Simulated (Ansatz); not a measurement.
# A geometry optimisation of ClCuH4Si2 with PBE0-D3(BJ)/def2-SVP

The starting geometry of this gas-phase singlet was optimised with GFN2-xTB.

```xyz
8

Cl    5.0873   -1.0928   -0.6917
Cu    1.6574    0.3109    0.1731
Si   -0.5297   -0.0103    1.0152
Si    3.8511    0.4976   -0.3624
H    -1.5057    1.1024    0.8565
H    -0.7023   -0.2676    2.4684
H    -1.3517   -1.1277    0.4785
H     4.9107    1.5436   -0.4103
```

Where would you expect an optimisation with PBE0-D3(BJ)/def2-SVP to take it?

It keeps its bonds.

The energy falls by 0.23 eV over 34 steps:

```json
{"step": "1", "E − E(last) (eV)": "0.227"}
{"step": "5", "E − E(last) (eV)": "0.109"}
{"step": "8", "E − E(last) (eV)": "0.066"}
{"step": "12", "E − E(last) (eV)": "0.025"}
{"step": "16", "E − E(last) (eV)": "0.009"}
{"step": "19", "E − E(last) (eV)": "0.005"}
{"step": "23", "E − E(last) (eV)": "0.001"}
{"step": "27", "E − E(last) (eV)": "0.000"}
{"step": "30", "E − E(last) (eV)": "0.000"}
{"step": "34", "E − E(last) (eV)": "0.000"}
```

Final geometry (Å):

```csv
atom,x (Å),y (Å),z (Å)
Cl,4.0555,-1.2423,0.2617
Cu,1.1534,0.3732,-1.2781
Si,0.1044,0.0425,0.7475
Si,3.2359,0.5137,-0.5226
H,-0.7163,1.2313,1.1544
H,1.0094,-0.2792,1.8967
H,-0.8314,-1.1243,0.6039
H,3.4062,1.4413,0.6636
```

The end wasn't checked by frequencies. Run with Ansatz 0.2.0, 90 s on 2 threads of Arm Neoverse V2, with other jobs on the host.
